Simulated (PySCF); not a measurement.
Compound: CH5AlF3Sb.
Bonds: F1–C2, C2–F3, C2–F4, C2–Al5, Al5–Sb6. Hydrogens: H7, H8 on Al5; H9, H10, H11 on Sb6.

Level of theory: PBE0-D3(BJ)/def2-SVP geometry optimisation, gas phase, def2 core potentials past Kr in PySCF.

(1) Give the optimised bond lengths and angles.

## Answers

(1) 
```csv
bond,length (pm)
F1–C2,136.9
"C2–F3, C2–F4",134.8
C2–Al5,203.8
Al5–Sb6,281.1
"Al5–H7, Al5–H8",159.1
"Sb6–H9, Sb6–H10, Sb6–H11",169.5
```

Bonds in one row agree within 1 pm and their mean is given. A selection of angles:
```csv
angle,degrees
F1–C2–F3,105.7
F1–C2–Al5,110.7
F3–C2–Al5,114.7
F4–C2–Al5,113.6
C2–Al5–Sb6,89.4
C2–Al5–H7,115.2
C2–Al5–H8,116.6
Sb6–Al5–H7,99.2
Sb6–Al5–H8,101.9
H7–Al5–H8,123.7
Al5–Sb6–H9,118.4
Al5–Sb6–H10,123.2
H9–Sb6–H10,97.1
```

Dihedral angles: F1–C2–Al5–Sb6 -41° (synclinal). The mirror-image conformer, all signs reversed, is as good.

Sb6 (antimony bonded to Al and 3 H) is distorted tetrahedral (angles from 97.1° to 123.2°). Al5 (aluminium bonded to C, Sb and 2 H) has angles from 89.4° to 123.7°. The C–F distances run from 1.344 Å (C2–F3, drawn single) to 1.369 Å (F1–C2, drawn single), a spread of 0.025 Å.

Point group: C1 (no symmetry element, even within 0.4 Å). No PBE0-D3(BJ)/def2-SVP frequencies stand behind this structure, so it isn't proved a minimum.

Time: 2.3 min; peak memory 0.53 GiB. Hardware: Arm Neoverse V1, one thread, shared host with 64 logical CPUs at a one-minute load of 28. These figures are those of the optimisation.
